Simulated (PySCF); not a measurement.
# C₆ coefficients of unlike pairs at PBE0

Calculated with PySCF 2.14 from the dipole response of each species, C₆(A,B) = (3/π) ∫ α_A(iu) α_B(iu) du, in atomic units, from isotropic polarisabilities. For ions this is the dispersion term alone; charge-induced terms of lower order in 1/R come first.

| species | configuration | basis | relativity | α (bohr³) | C₆ (like pair) |
| --- | --- | --- | --- | --- | --- |
| Sb²⁺ | [Kr] 4d10 5s2 5p1 (2P) | def2-TZVPPD with the def2 core potential (28 electrons) (7s5p4d2f) | core potential | 15.78 | 98.76 |
| O²⁺ | [He] 2s2 2p2 (3P) | aug-cc-pCVTZ-DK with one added diffuse shell each of s, p, d, f type (8s7p5d3f) | spin-free X2C | 1.740 | 2.319 |
| Cu³⁺ | [Ar] 3d8 (3F) | aug-cc-pwCVTZ-DK with one added diffuse shell each of s, p, d, f, g type (11s10p8d5f4g) | spin-free X2C | 1.598 | 3.711 |
| Sr⁺ | [Kr] 5s1 (2S) | aug-cc-pwCVTZ-X2C with one added diffuse shell each of s, p, d, f type (11s10p8d4f) | spin-free X2C | 102.4 | 912.2 |

(1) Estimate C₆ for Sr⁺ with O²⁺.

No spin-orbit coupling is included.

The other pairs:

| pair | C₆ |
| --- | --- |
| Sr⁺, Cu³⁺ | 32.24 |
| O²⁺, Sb²⁺ | 14.53 |
| Sr⁺, Sb²⁺ | 246.3 |
| Cu³⁺, Sb²⁺ | 16.48 |
| Cu³⁺, O²⁺ | 2.815 |

Results:

(1) The integral gives 31.51. The combination rule 2 C_A C_B / (C_A α_B/α_A + C_B α_A/α_B) gives 27.84 and the geometric mean 46.00.
